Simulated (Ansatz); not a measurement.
AlI₃. Charge 0, multiplicity 3. Geometry r2SCAN-D4/def2-SVP, that of the neutral singlet; atoms count from 1.

```tsv
atom	x (Å)	y (Å)	z (Å)
Al1	0.000	0.000	0.000
I2	0.754	1.446	-1.841
I3	-1.645	-1.777	-0.427
I4	0.891	0.331	2.268
```

In the def2 sets I takes a core potential; there is no spin–orbit coupling. At PBE0-D4/def2-TZVP a singlet of charge 0 lies 4.35 eV below the triplet at the same geometry.

(1) Estimate the Mulliken populations from the PBE0/def2-TZVP orbitals of Ansatz.

(2) Where does the spin sit?

(3) And the Mayer bond orders between bonded heavy atoms (over 0.3)?

Answers

(1) 
```csv
atom,charge (e),spin (α − β)
Al1,0.12,0.63
I2,-0.04,0.46
I3,-0.04,0.46
I4,-0.04,0.46
```
Mulliken values and Mayer orders depend strongly on the basis.

(2) Summed by element: Al 0.63, I 1.37, of 2 unpaired in all. Largest on single atoms: Al1 0.63, I3 0.46, I2 0.46.

(3) Al1–I2 0.96 (2.46 Å); Al1–I3 0.96 (2.46 Å); Al1–I4 0.96 (2.46 Å).
